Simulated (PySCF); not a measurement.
A side-by-side comparison of computed properties.

First species: C2H11GeNSi.
SMILES with atom numbers: `[CH3:1][CH2:2][Ge@@H:3]([NH2:4])[SiH3:5]` (hydrogens: H6, H7, H8 on C1; H9, H10 on C2; H11 on Ge3; H12, H13 on N4; H14, H15, H16 on Si5)

Second species: C2H11GeNSi.
Z-matrix (Å and degrees, PBE0-D3(BJ)/def2-SVP geometry), rows numbered from 1:
```
C 
Ge  1  1.9554
C   2  1.9592  1  110.72
Si  3  1.8840  2  113.52  1    50.35
N   4  1.7357  3  115.39  2    41.52
H   1  1.0995  2  110.68  3   178.88
H   1  1.1000  2  110.34  3    58.79
H   1  1.1001  2  110.85  3   -60.89
H   2  1.5447  1  109.48  3   120.84
H   2  1.5458  1  109.30  3  -121.19
H   3  1.1032  2  108.03  1   172.68
H   3  1.1039  2  108.78  1   -71.85
H   4  1.4965  3  108.88  2   162.84
H   4  1.4953  3  108.65  2   -77.64
H   5  1.0137  4  120.39  3    64.79
H   5  1.0135  4  119.66  3   -78.39
```

Levels: PBE0/def2-SVPD for dipole moment, HOMO energy, LUMO energy, HOMO–LUMO gap, static isotropic polarisability and electronic spatial extent ⟨r²⟩ about the centre of nuclear charge; TDDFT PBE0/def2-SVPD for lowest singlet excitation; TDA PBE0/def2-SVPD for lowest triplet excitation (Tamm–Dancoff); ΔSCF PBE0/def2-SVPD for vertical ionisation energy; PBE0-D3(BJ)/def2-SVP for rotational constant A and rotational constant C. Geometries: PBE0-D3(BJ)/def2-SVP. Each species is one conformer at its optimised geometry, gas phase, non-relativistic unless stated. Electronic properties by PySCF.

Dipoles, sizes and rotational constants follow the conformer. The torsions of the flexible species, by atom-mapped SMILES:
- `[CH3:1][CH2:2][Ge@@H:3]([NH2:4])[SiH3:5]`: C1–C2–Ge3–N4 -60°, H–N4–Ge3–C2 -58°, H–N4–Ge3–C2 67°
- `[CH3:1][GeH2:2][CH2:3][SiH2:4][NH2:5]`: C1–Ge2–C3–Si4 50°, Ge2–C3–Si4–N5 42°, H–N5–Si4–C3 65°, H–N5–Si4–C3 -78°

| property | column X | column Y |
| --- | --- | --- |
| dipole moment | 1.74 D | 0.83 D |
| HOMO energy | -7.03 eV | -7.28 eV |
| LUMO energy | 0.05 eV | 0.11 eV |
| HOMO–LUMO gap | 7.08 eV | 7.39 eV |
| lowest singlet excitation | 5.78 eV | 6.12 eV |
| lowest triplet excitation (Tamm–Dancoff) | 5.45 eV | 5.81 eV |
| static isotropic polarisability | 96.3 au | 91.6 au |
| vertical ionisation energy | 8.86 eV | 9.22 eV |
| electronic spatial extent ⟨r²⟩ about the centre of nuclear charge | 982 bohr² | 1066 bohr² |
| rotational constant A | 2.700 GHz | 3.952 GHz |
| rotational constant C | 1.435 GHz | 1.200 GHz |

Question: Which column belongs to which species?

Answer: Column X is the first species and column Y the second. The first has 16 atoms and 76 electrons, the second 16 and 76.

Question: How does each property change from the first species to the second?

Answer: dipole moment -0.91 D; HOMO energy -0.25 eV; LUMO energy +0.06 eV; HOMO–LUMO gap +0.31 eV; lowest singlet excitation +0.34 eV; lowest triplet excitation (Tamm–Dancoff) +0.36 eV; static isotropic polarisability -4.7 au; vertical ionisation energy +0.36 eV; electronic spatial extent ⟨r²⟩ about the centre of nuclear charge +84 bohr²; rotational constant A +1.252 GHz; rotational constant C -0.235 GHz.

On the first: The ΔSCF ionisation energy exceeds −ε(HOMO) by 1.83 eV with PBE0. The vertical singlet–triplet gap S1 − T1 is 0.33 eV (TDDFT singlet less Tamm–Dancoff triplet; S1: HOMO→LUMO, weight 0.94; T1: HOMO→LUMO, weight 0.90). The calculation is non-relativistic and has no spin–orbit coupling, an omission that weighs most on germanium.

On the second: The principal polarisabilities are 83.4, 88.8 and 102.7 au; their mean is the isotropic value. In wavenumbers S1 is 49400 cm⁻¹ (1 eV = 8065.54 cm⁻¹). The calculation is non-relativistic and has no spin–orbit coupling, an omission that weighs most on germanium.
